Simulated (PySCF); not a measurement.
**MoO(OH)2, triplet: molecular constants**

Method: PySCF, UB3LYP, basis Mo def2-SVP with ECP28, O def2-SVP, H def2-SVP (scalar-relativistic core potentials, no spin–orbit coupling, density fitting).

The structure is a minimum.

Z-matrix (Å, degrees; charge 0 multiplicity 3):
```
Mo
O  1 1.6785
O  1 1.9038 2 126.36
O  1 1.9074 2 120.99 3 -172.38
H  3 0.9653 1 132.12 2 -21.59
H  4 0.9670 1 127.31 2 56.59
```

| Property | Result |
| --- | --- |
| Point group | C1 |
| Bond lengths | Mo–O 1.678 Å, Mo–O 1.904 Å, Mo–O 1.907 Å, O–H 0.966 Å (×2) |
| Bond angles | H–O–Mo 127.3°, H–O–Mo 132.1°, O–Mo–O 112.3°, O–Mo–O 121.0°, O–Mo–O 126.4° |
| Zero-point energy | 72.6 kJ/mol |
| Dipole moment | 1.73 D |
| Rotational symmetry number | 1 |
| Lowest empty level (β) | -2.95 eV |
| Enthalpy at 298.15 K above 0 K | 19.48 kJ/mol |
| Principal polarisabilities | 35.9, 43.7, 48.4 bohr³ |
| Principal quadrupole moments (Buckingham, traceless) about the centre of mass | -13.01, 2.09, 10.92 D Å |
| Entropy at 298.15 K and 1 bar (electronic part: spin only) | 346.7 J/(mol K) |
| Highest occupied level (α) | -5.86 eV |
| Atomisation energy without zero-point energy | 2345 kJ/mol |
| Heat capacity Cp at 298.15 K | 90.0 J/(mol K) |
| Spin squared ⟨S²⟩ | 2.011 |
| Rotational constants | 0.204, 0.182, 0.09705 cm⁻¹ |

Harmonic modes (masses in u: Mo 97.905, O 15.995, H 1.008):
| symmetry | ω (cm⁻¹) | IR (km/mol) |
| --- | --- | --- |
| a | 89 | 63.5 |
| a | 146 | 76.4 |
| a | 179 | 17.7 |
| a | 214 | 50.6 |
| a | 263 | 132 |
| a | 514 | 155 |
| a | 588 | 192 |
| a | 690 | 48.2 |
| a | 714 | 106 |
| a | 1032 | 179 |
| a | 3834 | 148 |
| a | 3870 | 203 |

Charges (e):
```tsv
atom	Mulliken	Löwdin	polar tensor	spin (Mulliken)	Mayer order to Mo1
Mo1	0.86	0.23	1.82	1.99	–
O2	-0.36	-0.12	-0.76	-0.10	2.26
O3	-0.46	-0.16	-0.87	0.05	1.14
O4	-0.46	-0.17	-0.86	0.04	1.13
H5	0.21	0.11	0.34	0.00	0.03
H6	0.21	0.11	0.33	0.01	0.03
```
Other Mayer orders above 0.3: O–H 0.93 (×2).

Mulliken populations on Mo1 (electrons outside its core potential): s 2.43, p 6.43, d 4.21, f 0.07.

Outer orbital energies (eV). α occupied: -10.58, -10.45, -9.84, -9.58, -9.11, -8.85, -6.50, -5.86; empty: -2.22, -0.74, -0.35, 0.11. β occupied: -13.59, -10.98, -10.46, -10.08, -9.63, -9.26, -8.95, -8.75; empty: -2.95, -2.03, -1.58, -0.25.

Only a few start shapes were tried, so a lower isomer may exist. With open d or f shells other occupations or spin states may lie lower.

The final relaxation and frequency run took about 11 core-minutes on a shared host.
